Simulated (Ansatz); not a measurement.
`C[O][In]([OH])[Br]` → Br• + C• + 4 H• + In• + 2 O•  (atomization)

Isolated molecules relaxed with PBE0-D4/def2-TZVP in Ansatz; ΔE leaves out vibrations. CCSD(T)/CBS adds triple-zeta CCSD(T) − MP2 to the extrapolated MP2 energy (def2 sets, frozen cores). This one scheme is used for every species, atoms too. Functionals use def2-TZVPP. B3LYP here is the variant with VWN-RPA as its local correlation; programs differ in this. Open shells (•) are unrestricted, without spin–orbit coupling. Spin–orbit coupling would lower the free atoms: a little for C, O; clearly for Br; strongly for In. def2 core potentials past Kr. For Br, In outer-core shells are correlated without core-valence functions, so the limit isn't a true one: a few kJ/mol of doubt a bond, and 10 to 20 or more in all where bonds break to atoms. Scalar relativity is left out up to krypton. One conformer a species, not always the lowest.

`C[O][In]([OH])[Br]`:

Cartesian coordinates in Å:
```
C -0.418 0.290 -1.610
O -0.570 -0.441 -0.416
In 0.452 -0.055 1.220
O 0.167 -1.191 2.797
Br 2.015 1.821 1.242
H -1.402 0.627 -1.955
H 0.016 -0.348 -2.388
H 0.221 1.176 -1.508
H -0.480 -1.880 2.618
```

```json
{"level": "r2SCAN-D4", "ΔE (eV)": "31.20"}
{"level": "B3LYP-D4", "ΔE (eV)": "30.72"}
{"level": "HF/def2-QZVPP", "ΔE (eV)": "21.21"}
{"level": "MP2/CBS(def2)", "ΔE (eV)": "32.26"}
```

(1) What does CCSD(T)/CBS give? (Best estimate.)

Largest T1 diagnostic among the species: 0.015.

Answers

(1) Computed: +31.44 eV. The listed levels differ from it by -0.24, -0.72, -10.23, 0.82 eV.

The D4 term adds +0.30 eV with B3LYP and +0.16 eV with PBE0; it sums over pairs of atoms, weighted by their polarisabilities, and B3LYP, whose exchange is more repulsive, gets the larger term. In def2-TZVPP, CCSD(T) changes the Hartree–Fock value by +9.18 eV (the triples alone add +0.64 eV) and MP2 by +9.99 eV; breaking electron pairs costs correlation energy, which Hartree–Fock lacks. From PBE to PBE0 (25 % exact exchange), in def2-TZVPP and without D4, ΔE moves by −0.87 eV: exact exchange takes away binding that semilocal exchange gives to molecules.

For atomizations the MP2-based limit and the directly extrapolated one differ by several kJ/mol either way, and by 10 to 25 for some Ge, Se and Sn compounds, so smaller differences from it don't rank the levels.
